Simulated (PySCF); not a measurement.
PySCF input file for F₆S, SMILES FS(F)(F)(F)(F)F, TDDFT-M06-2X/def2-SVPD. Geometry optimised at PBE-D3(BJ)/def2-SVP.

```python
import numpy as np
from pyscf import gto, scf, dft, tdscf

mol = gto.M(
    atom='''
    F     0.00000000   -1.60900140    0.00000000
    S     0.00000000    0.00000000    0.00000000
    F     1.60900140    0.00000001    0.00000000
    F     0.00000000    0.00000000    1.60900140
    F    -1.60900140   -0.00000001    0.00000000
    F     0.00000000    0.00000000   -1.60900140
    F     0.00000000    1.60900140    0.00000000
    ''',
    basis='def2-SVPD',
    charge=0,
    spin=0,
    symmetry=True,
    max_memory=1600,
    verbose=4,
)
mf = dft.RKS(mol, xc='m06-2x').density_fit(auxbasis='def2-universal-jkfit')
mf.grids.level = 4
mf.conv_tol = 1e-9
mf.max_cycle = 100
mf.kernel()
mf.grids = dft.Grids(mol).set(level=2).build(with_non0tab=True)  # coarser grid for the response kernel
td = tdscf.TDDFT(mf)
td.singlet = True
td.nstates = 10
td.conv_tol = 1e-4
td.positive_eig_threshold = 1e-6
td.kernel(x0=td.get_init_guess(mf, 15))
td.analyze()
tt = tdscf.TDA(mf)
tt.singlet = False
tt.nstates = 4
tt.conv_tol = 1e-4
tt.positive_eig_threshold = 1e-6
tt.kernel(x0=tt.get_init_guess(mf, 9))
tt.analyze(verbose=3)
```

Program output:

```
PySCF version 2.14.0

[INPUT] verbose = 4
[INPUT] num. atoms = 7
[INPUT] num. electrons = 70
[INPUT] charge = 0
[INPUT] spin (= nelec alpha-beta = 2S) = 0
[INPUT] symmetry True subgroup None
[INPUT] Mole.unit = angstrom
[INPUT] Symbol           X                Y                Z      unit          X                Y                Z       unit  Magmom
[INPUT]  1 F      0.000000000000  -1.609001400000   0.000000000000 AA    0.000000000000  -3.040571980042   0.000000000000 Bohr   0.0
[INPUT]  2 S      0.000000000000   0.000000000000   0.000000000000 AA    0.000000000000   0.000000000000   0.000000000000 Bohr   0.0
[INPUT]  3 F      1.609001400000   0.000000010000   0.000000000000 AA    3.040571980042   0.000000018897   0.000000000000 Bohr   0.0
[INPUT]  4 F      0.000000000000   0.000000000000   1.609001400000 AA    0.000000000000   0.000000000000   3.040571980042 Bohr   0.0
[INPUT]  5 F     -1.609001400000  -0.000000010000   0.000000000000 AA   -3.040571980042  -0.000000018897   0.000000000000 Bohr   0.0
[INPUT]  6 F      0.000000000000   0.000000000000  -1.609001400000 AA    0.000000000000   0.000000000000  -3.040571980042 Bohr   0.0
[INPUT]  7 F      0.000000000000   1.609001400000   0.000000000000 AA    0.000000000000   3.040571980042   0.000000000000 Bohr   0.0

nuclear repulsion = 550.162207076035
point group symmetry = Oh, use subgroup D2h
symmetry origin: [0. 0. 0.]
symmetry axis x: [1. 0. 0.]
symmetry axis y: [-0.  1. -0.]
symmetry axis z: [-0. -0.  1.]
num. orbitals of irrep Ag = 42
num. orbitals of irrep B1g = 14
num. orbitals of irrep B2g = 14
num. orbitals of irrep B3g = 14
num. orbitals of irrep Au = 6
num. orbitals of irrep B1u = 25
num. orbitals of irrep B2u = 25
num. orbitals of irrep B3u = 25
number of shells = 65
number of NR pGTOs = 243
number of NR cGTOs = 165
basis = def2-SVPD
ecp = {}


[settings echo left out]
init E= -997.730640422755
HOMO (B1g) = -0.5155744453773  LUMO (Ag) = -0.077183175179544  gap/eV = 11.92923
cycle= 1 E= -996.060994008725  delta_E= 1.67  |g|= 1.28  |ddm|= 3.28
HOMO (B3g) = -0.542807511864581  LUMO (Ag) = -0.17900098384158  gap/eV = 9.89968
cycle= 2 E= -995.929024265059  delta_E= 0.132  |g|= 1.65  |ddm|= 2.68
HOMO (B3g) = -0.55890429781537  LUMO (Ag) = -0.0803730022429656  gap/eV = 13.02150
cycle= 3 E= -996.371583090644  delta_E= -0.443  |g|= 0.0569  |ddm|= 1.48
HOMO (B3g) = -0.544681925478945  LUMO (Ag) = -0.0582530274951321  gap/eV = 13.23640
cycle= 4 E= -996.372110321413  delta_E= -0.000527  |g|= 0.0234  |ddm|= 0.0824
HOMO (B3g) = -0.54887400070546  LUMO (Ag) = -0.0613094473606197  gap/eV = 13.26731
cycle= 5 E= -996.372205822278  delta_E= -9.55e-05  |g|= 0.00158  |ddm|= 0.0185
HOMO (B3g) = -0.54895090348038  LUMO (Ag) = -0.0613705392529003  gap/eV = 13.26774
cycle= 6 E= -996.372207077092  delta_E= -1.25e-06  |g|= 0.000162  |ddm|= 0.00419
HOMO (B3g) = -0.548945626409236  LUMO (Ag) = -0.061341182546566  gap/eV = 13.26839
cycle= 7 E= -996.372207090184  delta_E= -1.31e-08  |g|= 2.13e-05  |ddm|= 0.000421
HOMO (B3g) = -0.548944859299045  LUMO (Ag) = -0.0613361006046067  gap/eV = 13.26851
cycle= 8 E= -996.372207090359  delta_E= -1.75e-10  |g|= 2.19e-06  |ddm|= 4.75e-05
HOMO (B3g) = -0.548945068543228  LUMO (Ag) = -0.0613363269710034  gap/eV = 13.26851
Extra cycle  E= -996.372207090358  delta_E= 1.14e-12  |g|= 7.81e-07  |ddm|= 4.39e-06
converged SCF energy = -996.372207090358
tot grids = 81376
Overwritten attributes  positive_eig_threshold  of <class 'pyscf.tdscf.rks.TDDFT'>


******** <class 'pyscf.tdscf.rks.TDDFT'> for <class 'pyscf.df.df_jk.DFSymAdaptedRKS'> ********
nstates = 10 singlet
deg_eia_thresh = 1.000e-03
wfnsym = None
conv_tol = 0.0001
eigh lindep = 1e-12
eigh level_shift = 0
eigh max_cycle = 100


Excitation energies (eV)
[ 8.47818825  8.47818825  8.47818825  9.43362045  9.43362045  9.43362045
  9.76102625  9.76102626  9.76102626 11.6766042 ]

** Singlet excitation energies and oscillator strengths **
Excited State   1:  B3g      8.47819 eV    146.24 nm  f=0.0000
      35 -> 36        0.67294
      35 -> 37       -0.11744
Excited State   2:  B2g      8.47819 eV    146.24 nm  f=0.0000
      34 -> 36        0.67294
      34 -> 37       -0.11744
Excited State   3:  B1g      8.47819 eV    146.24 nm  f=0.0000
      33 -> 36        0.67294
      33 -> 37       -0.11744
Excited State   4:  B3u      9.43362 eV    131.43 nm  f=0.0000
      29 -> 36       -0.66043
      29 -> 37        0.11546
      33 -> 44        0.12520
      34 -> 43        0.12520
Excited State   5:  B1u      9.43362 eV    131.43 nm  f=0.0000
      27 -> 36       -0.66043
      27 -> 37        0.11546
      34 -> 45        0.12520
      35 -> 44       -0.12520
Excited State   6:  B2u      9.43362 eV    131.43 nm  f=0.0000
      28 -> 36        0.66043
      28 -> 37       -0.11546
      33 -> 45       -0.12520
      35 -> 43        0.12520
Excited State   7:  B2u      9.76103 eV    127.02 nm  f=0.0703
      31 -> 36        0.66377
      31 -> 37       -0.11364
      33 -> 45       -0.10325
      35 -> 43       -0.10325
Excited State   8:  B1u      9.76103 eV    127.02 nm  f=0.0703
      30 -> 36        0.66377
      30 -> 37       -0.11364
      34 -> 45        0.10325
      35 -> 44        0.10325
Excited State   9:  B3u      9.76103 eV    127.02 nm  f=0.0703
      32 -> 36        0.66377
      32 -> 37       -0.11364
      33 -> 44        0.10325
      34 -> 43       -0.10325
Excited State  10:   Ag     11.67660 eV    106.18 nm  f=0.0000
      26 -> 36        0.68342

** Transition electric dipole moments (AU) **
state          X           Y           Z        Dip. S.      Osc.
  1        -0.0000     -0.0000      0.0000      0.0000      0.0000
  2        -0.0000      0.0000      0.0000      0.0000      0.0000
  3         0.0000     -0.0000     -0.0000      0.0000      0.0000
  4        -0.0000     -0.0000      0.0000      0.0000      0.0000
  5         0.0000      0.0000     -0.0000      0.0000      0.0000
  6        -0.0000      0.0000     -0.0000      0.0000      0.0000
  7         0.0000     -0.5421     -0.0000      0.2938      0.0703
  8         0.0000     -0.0000     -0.5421      0.2939      0.0703
  9        -0.5421     -0.0000      0.0000      0.2939      0.0703
 10        -0.0000     -0.0000     -0.0000      0.0000      0.0000

** Transition velocity dipole moments (imaginary part, AU) **
state          X           Y           Z        Dip. S.      Osc.
  1         0.0000      0.0000     -0.0000      0.0000      0.0000
  2         0.0000      0.0000     -0.0000      0.0000      0.0000
  3        -0.0000      0.0000      0.0000      0.0000      0.0000
  4        -0.0000      0.0000     -0.0000      0.0000      0.0000
  5        -0.0000     -0.0000     -0.0000      0.0000      0.0000
  6         0.0000      0.0000      0.0000      0.0000      0.0000
  7        -0.0000     -0.2077     -0.0000      0.0432      0.0802
  8        -0.0000     -0.0000     -0.2077      0.0432      0.0802
  9        -0.2077     -0.0000      0.0000      0.0432      0.0802
 10        -0.0000     -0.0000     -0.0000      0.0000      0.0000

** Transition magnetic dipole moments (imaginary part, AU) **
state          X           Y           Z
  1         0.6583     -0.0000     -0.0000
  2        -0.0000     -0.6583      0.0000
  3        -0.0000      0.0000     -0.6583
  4         0.0000     -0.0000      0.0000
  5         0.0000      0.0000      0.0000
  6         0.0000     -0.0000      0.0000
  7         0.0000      0.0000     -0.0000
  8         0.0000      0.0000     -0.0000
  9        -0.0000     -0.0000     -0.0000
 10        -0.0000     -0.0000      0.0000
Overwritten attributes  positive_eig_threshold  of <class 'pyscf.tdscf.rks.TDA'>


******** <class 'pyscf.tdscf.rks.TDA'> for <class 'pyscf.df.df_jk.DFSymAdaptedRKS'> ********
nstates = 4 triplet
deg_eia_thresh = 1.000e-03
wfnsym = None
conv_tol = 0.0001
eigh lindep = 1e-12
eigh level_shift = 0
eigh max_cycle = 100


Excitation energies (eV)
[7.99167239 7.99167239 7.99167239 8.88887367]

** Triplet excitation energies and oscillator strengths **
Excited State   1:  B3g      7.99167 eV    155.14 nm  f=0.0000
Excited State   2:  B1g      7.99167 eV    155.14 nm  f=0.0000
Excited State   3:  B2g      7.99167 eV    155.14 nm  f=0.0000
Excited State   4:  B3u      8.88887 eV    139.48 nm  f=0.0000
```

The run converged.

Cost: roughly 18 core-minutes.
